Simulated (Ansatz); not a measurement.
Start from `[NH2][Zr]([Cl])([Cl])[Cl]` and change one element to get `[NH2][Ti]([Cl])([Cl])[Cl]`.

Ansatz, PBE0-D4/def2-TZVP geometries, multiplicity 1. Each molecule was computed in one conformer, which needn't be the lowest.

Elements past krypton have def2 core potentials. Scalar relativity is left out up to krypton.

```json
{"property": "HOMO–LUMO gap (B3LYP/def2-TZVPP) / eV", "`[NH2][Zr]([Cl])([Cl])[Cl]`": "5.79"}
{"property": "size of the dipole moment (B3LYP/def2-TZVPP) / D", "`[NH2][Zr]([Cl])([Cl])[Cl]`": "2.82"}
{"property": "LUMO energy (PBE0/def2-TZVPP) / eV", "`[NH2][Zr]([Cl])([Cl])[Cl]`": "-2.15"}
{"property": "HOMO energy (PBE0/def2-TZVPP) / eV", "`[NH2][Zr]([Cl])([Cl])[Cl]`": "-8.40"}
{"property": "LUMO energy (PBE/def2-TZVPP) / eV", "`[NH2][Zr]([Cl])([Cl])[Cl]`": "-2.98"}
{"property": "HOMO–LUMO gap (ωB97M-V/def2-TZVPP) / eV", "`[NH2][Zr]([Cl])([Cl])[Cl]`": "10.68"}
```

What does the change do to each property? (Best estimate.)

The calculation gave: 
```csv
property,`[NH2][Ti]([Cl])([Cl])[Cl]`,shift
HOMO–LUMO gap (B3LYP/def2-TZVPP) / eV,4.84,-0.95
size of the dipole moment (B3LYP/def2-TZVPP) / D,2.95,0.13
LUMO energy (PBE0/def2-TZVPP) / eV,-3.16,-1.01
HOMO energy (PBE0/def2-TZVPP) / eV,-8.50,-0.10
LUMO energy (PBE/def2-TZVPP) / eV,-4.08,-1.10
HOMO–LUMO gap (ωB97M-V/def2-TZVPP) / eV,9.78,-0.90
```

With PBE0 the HOMO falls by 0.10 eV and the LUMO falls by 1.01 eV, so the gap narrows by about 0.91 eV. PBE moves the HOMO by -0.10 eV and ωB97M-V by -0.05 eV. Dipoles are sizes alone; their direction can turn.

B3LYP here is the variant with VWN-RPA as its local correlation; programs differ in this.
